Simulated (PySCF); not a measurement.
# Relaxation of doublet PbS₂⁻

All numbers come from PySCF, UPBE0, basis Pb def2-SVPD with ECP60, S def2-SVPD (scalar-relativistic core potentials, no spin–orbit coupling, density fitting). A (50,194) grid was used.

A start displaced from a saddle point along its imaginary mode, of C2v symmetry, held to at least that symmetry:

```xyz
3
charge -1 multiplicity 2, angstrom
Pb   -0.0306   -0.0705    0.0000
S     0.0995    0.2293    2.4859
S     0.0995    0.2293   -2.4859
```

Optimiser trace:
```csv
step,E − E(last) (kJ/mol),largest gradient (Eh/bohr)
0,32.37,0.00828
1,21.72,0.00789
2,12.41,0.00936
3,1.70,0.00740
4,0.05,0.00044
5,0.00,0.00012
6,0.00,0.00001
```

It ends at C2v with Pb–S 2.436 Å (×2); S–Pb–S 129.1°. No frequency check is given, so it may be a saddle point. Other isomers or separated fragments may lie lower.

No spin–orbit coupling is included, which matters more the heavier the element.

The relaxation took about 90 core-seconds on a shared host.
